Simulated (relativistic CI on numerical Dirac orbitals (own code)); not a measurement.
**Radial parameters of Xe XIV**

Calculated at this level of theory: Dirac-Coulomb-Breit CI, KLI orbitals optimised for each configuration, QED by a radiative potential, unscaled Slater integrals (own radial code, finite nucleus).

Slater integrals F^k, G^k are unscaled and averaged over j, outside the closed core [Ar] 3d10; ζ comes from projecting the Hamiltonian with its Breit term on Σ l·s of the shell.

- 4s²4p⁶4d⁵: F^2(4d,4d) = 130840, F^4(4d,4d) = 88314, ζ(4d) = 7783.6 cm⁻¹; <r>(4d) = 0.7769, <r^2>(4d) = 0.6906 (bohr units).
- 4s²4p⁵4d⁶: ζ(4p) = 73723, F^2(4d,4d) = 130910, F^4(4d,4d) = 88362, F^2(4p,4d) = 136050, G^1(4p,4d) = 172460, G^3(4p,4d) = 108710, ζ(4d) = 7772.4 cm⁻¹; <r>(4p) = 0.7229, <r^2>(4p) = 0.5909, <r>(4d) = 0.7762, <r^2>(4d) = 0.6896 (bohr units).
- 4s²4p⁶4d⁴4f: F^2(4d,4d) = 130960, F^4(4d,4d) = 88390, ζ(4d) = 7829.6, F^2(4d,4f) = 122940, F^4(4d,4f) = 80428, G^1(4d,4f) = 144190, G^3(4d,4f) = 93143, G^5(4d,4f) = 66665, ζ(4f) = 520.34 cm⁻¹; <r>(4d) = 0.7761, <r^2>(4d) = 0.6893, <r>(4f) = 0.8524, <r^2>(4f) = 0.8424 (bohr units).

Problem. Give the Racah parameters of the d shell in 4s²4p⁶4d⁵.

Solution. B = F²/49 − 5F⁴/441 = 1669 cm⁻¹ and C = 35F⁴/441 = 7009 cm⁻¹.

Averages of the first 10 configurations, taken without configuration mixing, which lowers the lowest level and can move excited configurations by several eV; other configurations of the list can lie among them:

```json
{"Configuration": "4s²4p⁶4d⁵", "Parity": "even", "States": "252", "Average energy above the lowest level (eV)": "11.4"}
{"Configuration": "4s²4p⁵4d⁶", "Parity": "odd", "States": "1260", "Average energy above the lowest level (eV)": "105.3"}
{"Configuration": "4s²4p⁶4d⁴4f", "Parity": "odd", "States": "2940", "Average energy above the lowest level (eV)": "109.6"}
{"Configuration": "4s²4p⁶4d⁴5p", "Parity": "odd", "States": "1260", "Average energy above the lowest level (eV)": "129.0"}
{"Configuration": "4s²4p⁶4d³4f5s", "Parity": "odd", "States": "3360", "Average energy above the lowest level (eV)": "206.4"}
{"Configuration": "4s²4p⁶4d³5s5p", "Parity": "odd", "States": "1440", "Average energy above the lowest level (eV)": "228.4"}
{"Configuration": "4p⁶4d⁷", "Parity": "even", "States": "120", "Average energy above the lowest level (eV)": "332.9"}
{"Configuration": "4p⁵4d⁸", "Parity": "odd", "States": "270", "Average energy above the lowest level (eV)": "425.0"}
{"Configuration": "4s²4p⁶4d³5s²", "Parity": "even", "States": "120", "Average energy above the lowest level (eV)": "208.1"}
{"Configuration": "4s²4p⁶4d²4f5s²", "Parity": "odd", "States": "630", "Average energy above the lowest level (eV)": "308.5"}
```
